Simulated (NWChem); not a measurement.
System: SnCl$_{2}$, singlet; SMILES [Cl][Sn][Cl]

All runs: NWChem. Medium grid unless said otherwise, to which SCAN and Minnesota functionals are sensitive. Low-valent species are run as closed-shell singlets; no triplet was tried in these runs. Coordinates come from a PBE-D3(BJ)/def2-SVP optimisation. def2 effective core potentials on Sn; no spin-orbit coupling. Hybrids' shares of exact exchange are those that their runs print; pure functionals count as 0. The functionals differ in more than this share.

```
row                                    share of exact exchange  highest occupied level (eV)
-------------------------------------  -----------------------  ---------------------------
PBE/def2-TZVP                                             0.00                        -7.01
LDA (Slater exchange, PW92)/def2-TZVP                     0.00                        -7.21
B3LYP/def2-TZVP                                           0.20                        -7.91
PW6B95/def2-TZVP                                          0.28                        -8.16
M06-2X/def2-TZVP                                          0.54                     withheld
```

Fit a straight line of the last column on the one before it, predict the withheld value, and compare with the run.


1. Means of the 4 shown rows: x = 0.120, y = -7.572. Slope Σ(x − x̄)(y − ȳ)/Σ(x − x̄)² = -0.2320/0.06080 = -3.816; intercept -7.115.
2. The shown rows scatter about the line by 0.074 (root mean square); the largest residual is +0.11, at PBE/def2-TZVP.
3. At x = 0.54 (M06-2X/def2-TZVP; beyond the shown range) the line gives -9.18.
4. The run gives -9.12, +0.06 from the line, 0.8 times the scatter.
